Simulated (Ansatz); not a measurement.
Isolated molecules relaxed with PBE0-D4/def2-TZVP in Ansatz; ΔE leaves out vibrations. CCSD(T)/CBS adds triple-zeta CCSD(T) − MP2 to the extrapolated MP2 energy (def2 sets, frozen cores). This one scheme is used for every species. DFT in def2-TZVPP. B3LYP here is the variant with VWN-RPA as its local correlation; programs differ in this. Open shells (•) are unrestricted, without spin–orbit coupling. One conformer a species, not always the lowest.

Reaction (homolysis of the C–O bond): `N[SiH2]OCO` → `[CH2]O`• + `N[SiH2][O]`•

```
             level  ΔE (kcal/mol)  difference from CCSD(T)/CBS
            PBE-D4           98.0                         -6.6
         r2SCAN-D4           94.6                        -10.0
           PBE0-D4           98.7                         -5.9
          B3LYP-D4           95.9                         -8.7
           ωB97X-V          101.3                         -3.3
           ωB97M-V          101.8                         -2.8
            B2PLYP           98.7                         -5.9
               PBE           96.0                         -8.6
            r2SCAN           94.1                        -10.5
              PBE0           97.0                         -7.6
             B3LYP           92.9                        -11.7
     HF/def2-TZVPP           67.2                        -37.4
    MP2/def2-TZVPP          111.4                          6.8
SCS-MP2/def2-TZVPP          107.8                          3.2
   CCSD/def2-TZVPP           99.1                         -5.5
CCSD(T)/def2-TZVPP          102.0                         -2.6
     HF/def2-QZVPP           67.1                        -37.5
    MP2/def2-QZVPP          112.8                          8.2
SCS-MP2/def2-QZVPP          109.4                          4.8
      HF/CBS(def2)           67.1                        -37.5
     MP2/CBS(def2)          114.0                          9.4
    CCSD/CBS(def2)          101.8                         -2.8
       CCSD(T)/CBS          104.6                            0
```

Largest T1 diagnostic among the species: 0.018.

From PBE to PBE0 (25 % exact exchange), in def2-TZVPP and without D4, ΔE moves by +0.9 kcal/mol. In def2-TZVPP, CCSD(T) changes the Hartree–Fock value by +34.7 kcal/mol (the triples alone add +2.8 kcal/mol) and MP2 by +44.1 kcal/mol; breaking electron pairs costs correlation energy, which Hartree–Fock lacks.
